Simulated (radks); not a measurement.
Values are calculated unless marked as measured or tabulated.
Polarisability of the copper ion Cu4+, [Ar] 3d7, at imaginary frequency. Code: a radial shooting solver on a logarithmic mesh with Libxc functionals. Model: non-relativistic Kohn-Sham, LDA (Slater exchange, Perdew-Wang correlation), spin-polarised, spherical densities, point nucleus; open shells are filled with parallel spins first. Response by self-consistent Sternheimer equations with the Hartree and adiabatic LDA kernel.

w (hartree)  alpha1(iw) (bohr^3)
0.00266                    1.010
0.0143                     1.010
0.0360                     1.010
0.0697                     1.009
0.118                      1.007
0.186                      1.001
0.280                     0.9909
0.413                     0.9701
0.605                     0.9309
0.892                     0.8614
1.35                      0.7488
2.12                      0.5855
3.59                      0.3799
6.94                      0.1762
17.5                     0.04358

Static values: alpha1 = 1.010 bohr^3 (0.1497 angstrom^3; uncoupled 1.235). C6 = 2.034, triple-dipole C9 = 1.422 atomic units. One-pole (London) frequency 4 C6 / (3 alpha1^2) = 2.658 hartree, against 2.557 for minus the highest occupied eigenvalue. The dipole shielding factor is 0.862, as the force sum rule N/Z = 0.862 demands.
